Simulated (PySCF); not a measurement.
C5H5F, SMILES C(=C/C=C/F)=C.

The structure is a stationary point at B3LYP-D3(BJ)/def2-SVP. The structure was generated by enumeration; whether it is a known compound was not checked. Other conformers were not sampled.

Computed with TDA-ωB97X/def2-SVPD (PySCF 2.14.0).

Vertical excitations. Isolated molecule, no solvent. State labels are in the subgroup Cs.

```csv
state,symmetry,energy (eV),λ (nm),f,main pairs
S1,A",5.39,230,0.000,HOMO→LUMO+1 79 %
S2,A',5.75,215,0.495,HOMO→LUMO 95 %
S3,A",5.81,214,0.000,HOMO−1→LUMO 85 %
S4,A",6.93,179,0.000,HOMO→LUMO+2 80 %
S5,A",7.41,167,0.012,HOMO→LUMO+3 81 %
S6,A",7.89,157,0.017,"HOMO→LUMO+4 70 %, HOMO→LUMO+5 11 %"
S7,A',7.92,157,0.206,"HOMO−1→LUMO+1 49 %, HOMO−2→LUMO 29 %, HOMO−1→LUMO+2 12 %"
S8,A',7.97,156,0.020,"HOMO−1→LUMO+2 65 %, HOMO−2→LUMO 24 %"
S9,A',8.08,153,0.107,"HOMO→LUMO+6 39 %, HOMO−1→LUMO+1 30 %, HOMO−1→LUMO+2 12 %, HOMO−2→LUMO 12 %"
S10,A",8.30,149,0.000,HOMO−3→LUMO 87 %
T1,A',3.11,399,0,HOMO→LUMO 92 %
T2,A',4.77,260,0,HOMO−1→LUMO+1 78 %
T3,A",5.10,243,0,HOMO→LUMO+1 78 %
T4,A',5.20,238,0,"HOMO−2→LUMO 51 %, HOMO→LUMO+6 36 %"
```
Triplets are in the Tamm–Dancoff approximation.
